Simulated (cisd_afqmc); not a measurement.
Input (AFQMC/CISD/def2-TZVPPD; cisd_afqmc is a phaseless AFQMC code with CISD trial states that reads the integrals written by Ansatz): A basis named .json is the Basis Set Exchange file of that set.

Ansatz 0.2 input:
```python
import cisd_afqmc

open("ham.yaml", "w").write("""\
crystal:
  periodic: [false, false, false]
  atoms:
    - {symbol: Pb, position_ang: [0.00000000, 0.00000000, 0.00000000]}
basis:
  gaussian:
    orbitals: def2-TZVPPD.json
total_charge: -1
magnetization: {spin_polarized: true, initial_magnetization: 3}
correlation: {method: ccsd, electrons: outside_noble_gas, hamiltonian_folder: ham}
scf: {lower_state_search: full}
""")
rep = cisd_afqmc.ansatz("ham.yaml")
e_ccsd = rep["correlation"]["coupled_cluster"]["energy"]["hartree"]
out = cisd_afqmc.run("ham", e_ccsd, trial="CISD", walkers=200, populations=8, threads=8, dt=0.005, steps=40, early=36, settle=10, least=32,
    cut=5e-5, rank_cut=2e-4, target=0.0004, seconds=1500, seed=1, memory=12960, gpu=False)
```

Output:

```
orbitals 47, occupied [4, 1], factors 224 of 325, rank of the doubles 88 of 218
E(HF) = -191.865507
E(CCSD) on the cut factors = -191.924764, shift to the whole factors 0.000027
Energy of the trial state on the determinant = -191.924697
  tau behind 10.8 of longer steps, mean of the populations' last blocks
   2.0  -191.92729
   4.0  -191.92726
   6.0  -191.92726
   8.0  -191.92702
blocks 434 (9 outliers left out), error by blocks joined: 1: 0.00002, 2: 0.00003, 4: 0.00003, 8: 0.00004, 16: 0.00005
E(AFQMC/CISD) = -191.92715 +/- 0.00005
```

The two halves of the walk average -191.92727 and -191.92702 Eh, farther apart than the printed bar allows, so the bar may be too narrow.
